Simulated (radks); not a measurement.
Q: Er III, 66 electrons, occupied as [Kr] 4d10 4f13 5s2 5p5 (not the ground configuration). Calculated with a radial shooting solver on a logarithmic mesh with Libxc functionals: scalar-relativistic Kohn-Sham, r2SCAN, spin-polarised, spherical densities, finite nucleus; open shells are filled with parallel spins first (spin-orbit coupling, left out, can overturn this in heavy ions); meta-GGA in the generalised Kohn-Sham scheme; Fermi nuclear charge, rms radius 5.2516 fm. Some entries of the table are withheld. Estimate them.

orbital,occ.,eigenvalue (hartree),<r^2> (bohr^2)
1s up,1,-2111.489,0.0005681
1s down,1,-2111.485,0.0005681
2s up,1,-355.9177,0.008832
2s down,1,-355.9169,0.008832
2p up,3,-314.7366,0.007189
2p down,3,-314.7339,0.007189
3s up,1,-80.36051,0.05788
3s down,1,-80.34035,0.05786
3p up,3,-67.76944,0.05832
3p down,3,-67.74856,0.05830
3d up,5,-51.99725,0.04875
3d down,5,-51.98051,0.04872
4s up,1,-16.35432,0.2923
4s down,1,-16.30907,0.2923
4p up,3,-12.20044,0.3317
4p down,3,-12.15562,0.3316
4d up,5,-6.61247,0.3991
4d down,5,-6.56645,0.3986
5s up,1,-2.48976,(1)
5s down,1,-2.41839,(2)
5p up,3,-1.53900,2.511
5p down,2,-1.47669,2.557
4f up,7,-0.56682,1.011
4f down,6,-0.51795,1.046

A: 
(1) 5s up <r^2> (bohr^2): 1.794
(2) 5s down <r^2> (bohr^2): 1.803
